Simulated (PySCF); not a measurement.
Here is a job for PySCF.
```python
from pyscf import gto, scf, mcscf
import numpy

mol = gto.Mole()
mol.atom = '''
    C    -2.45267752    0.25831351   -0.96616230
    C    -1.66355795   -0.45729450   -0.18741683
    Ge    0.23242713   -0.04409065    0.06367478
    O     0.68292753    1.39557418   -0.75814331
    O     1.42554846   -1.25125579   -0.31597792
    F     0.53710005    0.22084128    1.79671206
    H    -2.08065450    1.11056970   -1.51019425
    H    -3.49859460    0.01949266   -1.08627660
    H    -2.03936833   -1.30798341    0.36308989
    H     1.62011820    1.58594691   -0.78712497
    H     1.55653550   -1.94535808    0.32694891
'''
mol.basis = 'sto-3g'
mol.verbose = 4
mol.build()

mf = scf.RHF(mol)
mf.kernel()
mc = mcscf.CASSCF(mf, 8, 10)
mc.fix_spin_(ss=0.0)
mc.kernel()
occ = numpy.linalg.eigvalsh(mc.fcisolver.make_rdm1(mc.ci, mc.ncas, mc.nelecas))[::-1]
ss = mc.fcisolver.spin_square(mc.ci, mc.ncas, mc.nelecas)[0]
print('natural occupations', occ.round(4), ' <S^2>', round(ss, 4))
```

Question: Predict the nuclear repulsion energy from CASSCF(10,8)/STO-3G in PySCF.

Answer: 503.6258 Eh

Question: Give the SCF-reference Mulliken (on the basis functions themselves) charges in atom order at the level CASSCF(10,8)/STO-3G.

Answer: C1 -0.12, C2 -0.24, Ge3 1.14, O4 -0.50, O5 -0.50, F6 -0.33, H7 0.07, H8 0.07, H9 0.06, H10 0.18, H11 0.18

Question: Give the SCF-reference dipole moment at the level CASSCF(10,8)/STO-3G.

Answer: 1.16 D

Question: What is the computed natural occupations of the active orbitals (CASSCF(10,8)/STO-3G)?

Answer: 2.00, 2.00, 1.98, 1.96, 1.89, 0.12, 0.04, 0.02

Question: Estimate the number of basis functions that CASSCF(10,8)/STO-3G returns for this input.

Answer: 48
